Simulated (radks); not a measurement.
Question: Pm V, 57 electrons, occupied as [Xe] 4f2 5f1 (not the ground configuration). Method: Dirac Kohn-Sham, RPBE, spin-unpolarised, spherical densities, point nucleus; open shells are shared between the two j in proportion to 2j + 1; computed with a radial shooting solver on a logarithmic mesh with Libxc functionals. Some entries of the table are withheld. Estimate them.

| orbital | occ. | eigenvalue (hartree) | <1/r> (bohr^-1) | <r> (bohr) |
|---|---|---|---|---|
| 1s1/2 | 2 | -1655.470 | 67.45 | 0.02317 |
| 2s1/2 | 2 | -271.1010 | 15.99 | (1) |
| 2p1/2 | 2 | -256.7970 | 15.97 | 0.08246 |
| 2p3/2 | 4 | -236.2172 | 14.29 | 0.08898 |
| 3s1/2 | 2 | -61.14838 | 5.804 | 0.2601 |
| 3p1/2 | 2 | -55.02729 | 5.716 | 0.2498 |
| 3p3/2 | 4 | -50.89014 | 5.296 | 0.2624 |
| 3d3/2 | 4 | -40.26942 | (2) | 0.2340 |
| 3d5/2 | 6 | -39.37391 | (3) | 0.2379 |
| 4s1/2 | 2 | -14.11247 | 2.432 | 0.5889 |
| 4p1/2 | 2 | -11.77359 | 2.330 | 0.6028 |
| 4p3/2 | 4 | -10.85116 | 2.191 | 0.6301 |
| 4d3/2 | 4 | -6.99553 | 1.984 | 0.6686 |
| 4d5/2 | 6 | -6.82803 | 1.950 | 0.6779 |
| 5s1/2 | 2 | -3.42064 | (4) | (5) |
| 5p1/2 | 2 | -2.71571 | (6) | 1.455 |
| 5p3/2 | 4 | -2.55345 | (7) | 1.519 |
| 4f5/2 | 0.857143 | -2.33189 | 1.520 | (8) |
| 4f7/2 | 1.14286 | -2.30850 | 1.509 | (9) |
| 5f5/2 | 0.428571 | -0.70254 | 0.3840 | 3.319 |
| 5f7/2 | 0.571429 | -0.70095 | 0.3828 | 3.330 |

Answer: 
(1) 2s1/2 <r> (bohr): 0.09846
(2) 3d3/2 <1/r> (bohr^-1): 5.166
(3) 3d5/2 <1/r> (bohr^-1): 5.060
(4) 5s1/2 <1/r> (bohr^-1): 1.001
(5) 5s1/2 <r> (bohr): 1.338
(6) 5p1/2 <1/r> (bohr^-1): 0.9114
(7) 5p3/2 <1/r> (bohr^-1): 0.8655
(8) 4f5/2 <r> (bohr): 0.8228
(9) 4f7/2 <r> (bohr): 0.8288
